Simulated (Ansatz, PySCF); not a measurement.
Potential energy curve for LiBr, singlet.

- RCCSD = Ansatz (a quantum-chemistry and plane-wave program) with CCSD on RHF/cc-pVDZ, cores with 3d frozen
- RKS-B3LYP/3-21G = PySCF 2.14.0 with restricted B3LYP/3-21G
- UCCSDT(Q) = CCSDT(Q) on UHF/cc-pVDZ, cores with 3d frozen (Ansatz)

Energies are in eV, each relative to the lowest point of its own curve near equilibrium.

```
R / Å  RCCSD  RKS-B3LYP/3-21G  UCCSDT(Q)
-----  -----  ---------------  ---------
1.77   1.405            1.393      1.408
1.85   0.858            0.836      0.861
1.97   0.344            0.316      0.346
2.05   0.150            0.125      0.152
2.09   0.086            0.065      0.088
2.17   0.014            0.001      0.015
2.26   0.000            0.000      0.000
2.27   0.002            0.004      0.002
2.38   0.063            0.081      0.062
2.49   0.177            0.212      0.175
2.67   0.434            0.491      0.431
2.93   0.876            0.952      0.871
3.27   1.467            1.549      1.462
3.62   2.026            2.091      2.022
3.91   2.436            2.469      2.433
4.37   2.986            2.938      2.981
4.68   3.292            3.177          —
5.36   3.807            3.548          —
5.85   4.060            3.731          —
6.45   4.525            3.890          —
7.48       —            4.060          —
8.86       —            4.179          —
```

A dash means that the run gave no value there, or that the column was ended at a point which the program doubted or which failed a test of continuity chosen for this set; such a test can also cut sound points.

The T1 diagnostic of CCSD on the restricted reference of RCCSD exceeds 0.045 at 5.36 to 8.86 Å. The restricted form behind RKS-B3LYP/3-21G keeps the bonding electrons paired and can't separate into open-shell fragments. The unrestricted determinant behind UCCSDT(Q) is spin-contaminated at 4.68 to 8.86 Å (<S²> up to 1.0, against 0.00 for a pure singlet).
